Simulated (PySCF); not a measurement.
Molecular orbitals of MoBr⁺

M06-2X at R = 2.334 Å; Mo def2-TZVPPD with ECP28, Br def2-TZVPPD; scalar-relativistic core potentials (PySCF 2.14). State: ⁵Π (quintet), unpaired electrons σ ↑, π ↑, δ ↑↑. Only the outer orbitals are listed, counted within each symmetry, core potentials removing the inner ones.

| spin | orbital | occ. | ε (eV) | on Mo (%) | main shells (%) |
| --- | --- | --- | --- | --- | --- |
| α | 9σ | 1 | -28.55 | 6 | 93 Br s |
| α | 10σ | 1 | -17.55 | 45 | 50 Br p, 42 Mo d |
| α | 5π | 1 | -16.77 | 58 | 57 Mo d, 41 Br p |
| α | 5π | 1 | -15.69 | 25 | 74 Br p, 23 Mo d |
| α | 2δ | 1 | -15.61 | 100 | 100 Mo d |
| α | 2δ | 1 | -15.57 | 99 | 99 Mo d |
| α | 11σ | 1 | -14.16 | 85 | 41 Mo d, 41 Mo s, 17 Br p |
| α | 6π | 1 | -14.04 | 44 | 56 Br p, 42 Mo d |
| α | 6π | 0 | -9.23 | 77 | 75 Mo d, 22 Br p |
| α | 12σ | 0 | -7.35 | 94 | 68 Mo s, 17 Mo p, 9 Mo d |
| α | 7π | 0 | -4.71 | 104 | 104 Mo p |
| β | 8σ | 1 | -51.51 | 99 | 99 Mo p |
| β | 4π | 1 | -51.11 | 100 | 100 Mo p |
| β | 4π | 1 | -50.21 | 100 | 100 Mo p |
| β | 9σ | 1 | -28.57 | 5 | 95 Br s |
| β | 10σ | 1 | -16.69 | 24 | 73 Br p, 13 Mo d, 9 Mo s |
| β | 5π | 1 | -15.71 | 13 | 86 Br p, 11 Mo d |
| β | 5π | 1 | -15.41 | 12 | 88 Br p, 9 Mo d |
| β | 11σ | 0 | -11.42 | 76 | 37 Mo d, 24 Mo s, 16 Mo p |
| β | 2δ | 0 | -9.05 | 101 | 100 Mo d |
| β | 2δ | 0 | -9.04 | 101 | 100 Mo d |

Problem. Which are the highest filled and the lowest empty level, where do they sit, and how wide is the gap?

Solution. Highest filled α 6π at -14.04 eV (in %: 56 Br p, 42 Mo d); lowest empty β 11σ at -11.42 eV (in %: 37 Mo d, 24 Mo s, 16 Mo p); the gap at M06-2X is 2.62 eV.

- bond order (Mayer): 1.67
- ⟨S²⟩: 6.036
- charge on Mo (Mulliken, basis-dependent): 0.82
- charge on Mo (Löwdin, basis-dependent): 0.81
- dipole moment (positive dipole points towards Br; it is taken about the centre of mass and depends on that origin): -6.00 D

Shares are Mulliken populations and can fall outside 0 to 100 %.

Spin–orbit coupling is left out. With d or f electrons several states lie close, and the lowest PBE0 determinant need not be the measured ground state.
